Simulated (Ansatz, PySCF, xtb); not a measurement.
Complex: CH4 (SMILES C) (first 5 atoms) with C2H3N (SMILES CC#N); geometry from B3LYP-D3(BJ)/def2-TZVP.
(charge 0, multiplicity 1):
```json
[
 {"atom": "C", "x (Å)": "-0.0310", "y (Å)": "0.4262", "z (Å)": "0.1798"},
 {"atom": "H", "x (Å)": "0.1344", "y (Å)": "0.2525", "z (Å)": "-0.8824"},
 {"atom": "H", "x (Å)": "0.5139", "y (Å)": "1.3196", "z (Å)": "0.4845"},
 {"atom": "H", "x (Å)": "-1.0971", "y (Å)": "0.5682", "z (Å)": "0.3565"},
 {"atom": "H", "x (Å)": "0.3241", "y (Å)": "-0.4320", "z (Å)": "0.7477"},
 {"atom": "C", "x (Å)": "-0.4789", "y (Å)": "0.6037", "z (Å)": "3.9393"},
 {"atom": "C", "x (Å)": "0.1571", "y (Å)": "-0.6817", "z (Å)": "3.7013"},
 {"atom": "N", "x (Å)": "0.6600", "y (Å)": "-1.6969", "z (Å)": "3.5074"},
 {"atom": "H", "x (Å)": "0.1217", "y (Å)": "1.1986", "z (Å)": "4.6277"},
 {"atom": "H", "x (Å)": "-0.5806", "y (Å)": "1.1465", "z (Å)": "2.9996"},
 {"atom": "H", "x (Å)": "-1.4691", "y (Å)": "0.4587", "z (Å)": "4.3717"}
]
```

Counterpoise-corrected where a basis set is named; no monomer relaxation. Rows marked so take none.

Rows in STO-3G carry no dispersion term and start afresh at each structure.

Run with Ansatz (a first-principles code) with Gaussian orbitals; PySCF for STO-3G rows; xtb for the GFN methods. Each number belongs to the level named beside it.

Question: One of these levels gives -1.06 kcal/mol for the interaction energy. Which one is it?
A. HF/STO-3G (no counterpoise)
B. B97M-V/def2-TZVPPD
C. GFN-FF

Answer: B, B97M-V/def2-TZVPPD. The others give -0.72 (GFN-FF), 0.25 (HF/STO-3G (no counterpoise))
